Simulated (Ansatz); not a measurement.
Consider the formal exchange of groups at the Si–Si bond: `C[SiH](C)[SiH2]F` + `[NH2][AlH2]` → `C[SiH](C)[AlH][NH2]` + `F[SiH3]`.

Calculated with Ansatz (gas phase, PBE0-D4/def2-TZVP geometries, no zero-point term in ΔE). CCSD(T)/CBS adds triple-zeta CCSD(T) − MP2 to the extrapolated MP2 energy (def2 sets, frozen cores). This one scheme is used for every species. DFT in def2-TZVPP. One conformer a species, not always the lowest.

`C[SiH](C)[SiH2]F`:

```xyz
14

C    -1.636   -0.024    0.906
Si   -0.092   -0.562   -0.013
C     1.414   -0.526    1.106
Si    0.256    0.805   -1.888
F     0.483    2.328   -1.406
H    -1.810   -0.665    1.775
H    -1.538    1.005    1.259
H    -2.518   -0.079    0.264
H    -0.285   -1.946   -0.544
H     1.605    0.489    1.464
H     1.262   -1.169    1.977
H     2.305   -0.872    0.580
H    -0.910    0.809   -2.815
H     1.463    0.408   -2.666
```

`[NH2][AlH2]`:

```xyz
6

N     0.803   -0.480   -0.063
Al   -0.710    0.424    0.055
H     0.874   -1.484   -0.088
H     1.720   -0.065   -0.114
H    -2.060   -0.399    0.126
H    -0.627    2.005    0.083
```

`C[SiH](C)[AlH][NH2]`:

Cartesian coordinates in Å:
```
C 0.583 -1.749 -0.128
Si -0.736 -0.426 0.136
C -1.081 -0.238 1.981
Al -0.103 1.701 -0.921
N 1.385 1.736 -1.884
H 0.758 -1.925 -1.192
H 1.533 -1.449 0.323
H 0.280 -2.697 0.324
H -2.000 -0.918 -0.503
H -1.870 0.496 2.163
H -0.187 0.091 2.517
H -1.401 -1.190 2.412
H -0.896 3.078 -0.829
H 1.742 2.544 -2.369
H 1.993 0.947 -2.032
```

`F[SiH3]`:

```xyz
5

F    -0.614   -0.573   -1.314
Si    0.016    0.015    0.034
H     1.022    1.040   -0.330
H     0.652   -1.099    0.776
H    -1.076    0.617    0.834
```

(1) Is it downhill or uphill in electronic energy at CCSD(T)/CBS, and by how much? (An estimate is asked.)

(2) What do these levels give: ωB97X-V, r2SCAN, HF/def2-TZVPP, MP2/def2-TZVPP, CCSD/def2-TZVPP, CCSD/CBS(def2)? (Best estimate.)

Largest T1 diagnostic among the species: 0.011.

Results:

(1) The calculation gave: Downhill: ΔE = -0.9 kcal/mol.

(2) The calculation gave: ωB97X-V 0.1, r2SCAN -0.1, HF/def2-TZVPP -0.7, MP2/def2-TZVPP -1.2, CCSD/def2-TZVPP -1.2, CCSD/CBS(def2) -0.8 kcal/mol.
